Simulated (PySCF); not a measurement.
trichloroethylene (C₂HCl₃), SMILES ClC(=CCl)Cl. The structure is a stationary point at B3LYP-D3(BJ)/def2-SVP.

Computed with B3LYP-D3(BJ)/def2-SVP (PySCF).

Harmonic wavenumbers (cm⁻¹): 171, 204, 276, 385, 465, 632, 794, 844, 927, 1246, 1653, 3228. Rotational constants (GHz): 3.820, 1.486, 1.070; symmetry number 1.

### Question
Work out the zero-point energy and the ideal-gas rigid-rotor harmonic-oscillator thermochemistry at 298.15 K and 1 atm.

### Answer
ZPE = ½ Σ hcν = ½ × 10825 cm⁻¹ = 64.75 kJ/mol. H − E(el) = 81.34 kJ/mol. Entropy in J/(mol K): translation 169.58, rotation 118.66, vibration 36.85, total 325.10. G − E(el) = -15.58 kJ/mol. Cp = 79.91 J/(mol K).
